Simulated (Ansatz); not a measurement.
**Ligand exchange: Sn(CH3)(NH2) + CH2N2 → Sn(NH2)2 + C2H3N**

Gas-phase species: Sn(CH3)(NH2), singlet; CH2N2 (cyanamide) `N#CN`, singlet; Sn(NH2)2, singlet; C2H3N (acetonitrile) `CC#N`, singlet. The partners trade CH3 for NH2: Sn–CH3 and C–NH2 bonds give way to Sn–NH2 and C–CH3.

Shapes, held fixed at every level: PBE0-D4/def2-TZVP. Flexible molecules stand in one conformer, not always the lowest. Programs: Ansatz 0.2.0. The zero-point and thermal change to 298 K, harmonic and unscaled (PBE0-D4/def2-TZVP), is +0.8 kJ/mol.

```csv
level,kind,ΔH(298 K) (kJ/mol),less CCSD(T)/def2-TZVPP
HF/def2-SVP,Hartree–Fock,-84.1,+10.1
PBE-D4/def2-TZVPP,GGA,-83.5,+10.7
r2SCAN-D4/def2-TZVPP,meta-GGA,-90.8,+3.4
BHLYP-D4/def2-TZVPP,global hybrid,-94.2,0.0
PBE0-D4/def2-TZVPP,global hybrid,-85.0,+9.2
MP2/def2-SVP,perturbation theory,-86.8,+7.4
MP2/def2-TZVPP,perturbation theory,-98.4,-4.2
CCSD(T)/def2-TZVPP,coupled cluster or CI,-94.2,0.0
```

The highest level, CCSD(T)/def2-TZVPP, gives ΔH(298 K) = -94.2 kJ/mol; the levels span -98.4 to -83.5. The column of differences is taken from that level and isn't an error. No measured value is set beside it here. For atoms past krypton def2 sets carry core potentials with scalar relativity. Outer-core shells of Sn are correlated, in sets that cover them unevenly.
